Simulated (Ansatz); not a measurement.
The same path of C2H5ClOSi (10 atoms, charge 0, multiplicity 1) was run twice with different band settings. Lost on the way: C2–H6. Made: O1–H6.

These are results of Ansatz 0.2.0, UKS PBE-D4/def2-SVP, not measurements.

Relaxed end points:

```xyz
10
Properties=species:S:1:pos:R:3
O -1.822 -0.053 1.089
C -1.193 0.832 0.546
C 0.245 0.653 0.091
Si 0.662 -1.179 -0.332
Cl 0.583 1.733 -1.321
H -1.632 1.854 0.343
H 0.904 0.992 0.922
H -0.332 -1.670 -1.341
H 0.622 -2.015 0.913
H 2.047 -1.198 -0.908
```

```xyz
10
Properties=species:S:1:pos:R:3
O -1.430 0.765 1.301
C -1.128 0.917 0.013
C 0.335 0.759 -0.112
Si 0.627 -1.139 -0.390
Cl 0.995 1.559 -1.592
H -2.406 0.803 1.370
H 0.944 1.077 0.767
H -0.112 -1.585 -1.613
H 0.152 -1.894 0.821
H 2.107 -1.313 -0.562
```

Common settings: spring 5.0 eV/Å²; optimiser quadratic models (default); start path through a guess of the saddle point; force threshold 0.05 eV/Å; end points relaxed.

| run | movable images | climbing image | iteration limit |
| --- | --- | --- | --- |
| 1 | 7 | yes | 55 |
| 2 | 4 | no | 60 |

(1) What does each run give, and how far can it be trusted?

Answers

(1) Run 1: converged after 24 iterations, highest image 3.416 eV above the first end. A structure lower than the first end lies on the path between it and the top, so the climb from that side starts below the end, which may itself be a saddle point or a shallow side well. Neighbouring images differ by up to 2.4 eV, so the band resolves the path poorly. A vibrational analysis at the climbing image gives one clearly imaginary mode, 1791i cm⁻¹: a first-order saddle point.
Run 2: converged after 9 iterations, highest image 2.690 eV above the first end. Neighbouring images differ by up to 2.3 eV, so the band resolves the path poorly. No image climbed, so the highest image needn't sit at the top of the path.
The orbitals stay closed-shell, which can raise the energy where a bond breaks towards radicals; this wasn't checked here.
